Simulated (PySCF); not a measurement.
propylene glycol (C3H8O2), singlet, at a GFN2-xTB geometry. Base run: DF-PBE/3-21G in PySCF.

Here is a job for PySCF.
```python
from pyscf import gto, scf, dft

mol = gto.M(
    atom='''
C     1.83324331    0.13638099    0.35090210
C     0.42691443    0.30654220   -0.21207806
O    -0.28124422    1.34971891    0.43155499
C    -0.38814764   -0.99223231   -0.10847029
O    -1.67642873   -0.82208827   -0.63781928
H     2.36667096    1.08275455    0.30757844
H     1.78849069   -0.19345144    1.38820166
H     2.38133734   -0.60316406   -0.22521041
H     0.47213216    0.61355869   -1.26229834
H    -0.25594914    1.19385292    1.38370519
H     0.09000513   -1.79465989   -0.67338889
H    -0.44945832   -1.29548663    0.95090902
H    -1.96390590    0.07140544   -0.40150486
''',
    basis='3-21g',
    verbose=4,
)

mf = dft.RKS(mol)
mf.xc = 'pbe'
mf = mf.density_fit(auxbasis='def2-universal-jkfit')
mf.kernel()
```

All variants below ran on the same shared machine, one core each. Differences are taken from the largest basis of the Pople family in the series, which isn't the basis-set limit (6-311+G(2d,p): -269.337447 Eh). The cheapest run took about 8 core-seconds (a rough figure).

| setting | basis functions | cost, times the cheapest (rough) | difference in total energy (mEh) |
|---|---|---|---|
| STO-3G | 33 | 1 | 3646.52 |
| 6-31G | 61 | 2 | 184.55 |
| 6-31G* | 86 | 2 | 113.99 |
| 6-31G** | 110 | 3 | 94.65 |
| 6-311G** | 138 | 4 | 17.20 |
| 6-311+G(2d,p) | 183 | 5 | reference |

Times come from a shared machine, hold the start-up and are rough. Total energies converge more slowly with the basis than energy differences do.
